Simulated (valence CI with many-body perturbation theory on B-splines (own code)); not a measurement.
Missing levels of Mo XXII

Method: relativistic CI+MBPT: three valence electrons over a frozen Dirac-Fock core [Ar], radial functions for each j: 9 s, 9 p, 10 d, 8 f, 5 g, 3 h, 1 i, with the one-electron correlation potential Σ1 (screened to all orders), the two-electron term Σ2, the three-electron term Σ3, Breit, model QED; selected single and double excitations, second order for the rest (own B-spline code, finite nucleus).

No measured spectrum was set against this ion. As an estimate, terms of the open shell hold to 2 to 4 % of their energy, and close levels can change places. Core correlation moves these levels by up to 6300 cm⁻¹, and in measured spectra 5 to 20 % of such shifts remained as error; rates that hang on mixing are uncertain with them. Only levels of the ground parity were solved; by the run's estimate the other parity begins above the list, which can be wrong where configurations are misplaced.

| Level | E (eV) |
| --- | --- |
| 3d3 4F_3/2 | 0.000 |
| 3d3 4F_5/2 | 2.111 |
| 3d3 4F_7/2 | 4.056 |
| 3d3 4F_9/2 | 5.634 |
| 3d3 4P_3/2 | 7.316 |
| 3d3 4P_1/2 | 8.138 |
| 3d3 2G_7/2 | 10.074 |
| 3d3 2H_9/2 | 10.531 |
| 3d3 4P_5/2 | ? |
| 3d3 2D_3/2 [a] | 12.418 |
| 3d3 2P_1/2 | ? |
| 3d3 2H_11/2 | ? |
| 3d3 2D_5/2 [a] | 15.317 |
| 3d3 2G_9/2 | ? |
| 3d3 2P_3/2 | ? |
| 3d3 2F_7/2 | 19.563 |
| 3d3 2F_5/2 | 19.708 |
| 3d3 2D_5/2 [b] | 29.397 |
| 3d3 2D_3/2 [b] | ? |

Names give the largest LS component (configuration and term), which can be under half, so a name can repeat, a term be missing and a line seem to break the LS rules; names also repeat where a configuration has a term twice. Letters in brackets count levels of one name in rising energy.

(1) The levels stand in rising order. What does the calculation give for the missing energies?

## Answers

(1) 3d3 4P_5/2 11.011; 3d3 2P_1/2 13.276; 3d3 2H_11/2 14.412; 3d3 2G_9/2 15.643; 3d3 2P_3/2 17.619; 3d3 2D_3/2 [b] 29.503.
